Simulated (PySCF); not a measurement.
H₂O₄S, charge +1, doublet, geometry from GFN2-xTB (a state made from the parent by changing its charge; the spin is typed, not shown lowest). Base run: DF-R2SCAN/STO-3G (PySCF).

PySCF was given this input:
```python
from pyscf import gto, scf, dft

mol = gto.M(
    atom='''
O    -0.46529138    1.41220598   -0.07095844
S    -0.01626657   -0.02567348   -0.00245745
O    -0.36107300   -0.82927774   -1.16232897
O    -0.68935298   -0.82860665    1.00363709
O     1.46298435    0.16245005    0.22168374
H    -1.38901452    1.65960187   -0.21103719
H     2.07114373   -0.58299923    0.31408907
''',
    basis='sto-3g',
    charge=1,
    spin=1,
    verbose=4,
)

mf = dft.UKS(mol)
mf.xc = 'r2scan'
mf = mf.density_fit(auxbasis='def2-universal-jkfit')
mf.kernel()
mf.analyze()
```

The base run was repeated with changes; each row names its change, and settings that it needs were set with it.

```tsv
change	basis functions	E (Eh)	HOMO (eV)	core-seconds (rough)
base	31	-690.86650	-11.53	10
basis = 3-21G	53	?	?	10
basis = pcseg-0	53	-698.00904	-15.88	10
basis = def2-SV(P)	?	?	?	20
basis = 6-31G**	84	-699.63158	-15.08	20
basis = cc-pV(D+d)Z	89	-699.70828	-14.97	30
basis = 6-31+G*	98	-699.62600	-15.16	30
basis = 6-311++G**	132	-699.74951	-15.22	30
basis = 6-311+G(2d,p)	155	-699.80070	-15.13	40
basis = cc-pVTZ	182	-699.83396	-15.11	50
basis = pc-2	182	-699.86549	-15.18	50
basis = pcseg-2	182	?	-15.18	50
basis = cc-pV(T+d)Z	?	?	-15.11	50
```

**Question.** Complete the blanks.

**Answer.** 
- basis = 3-21G, E (Eh): -695.76385
- basis = 3-21G, HOMO (eV): -15.23
- basis = def2-SV(P), basis functions: 78
- basis = def2-SV(P), E (Eh): -699.25994
- basis = def2-SV(P), HOMO (eV): -15.20
- basis = pcseg-2, E (Eh): -699.85810
- basis = cc-pV(T+d)Z, basis functions: 187
- basis = cc-pV(T+d)Z, E (Eh): -699.86329

Totals compare only among sets that treat the same electrons; sets with core potentials leave the core out.

Open shells are given as the SCF converged; they aren't shown to be the lowest states, and a large step between rows can be another state.
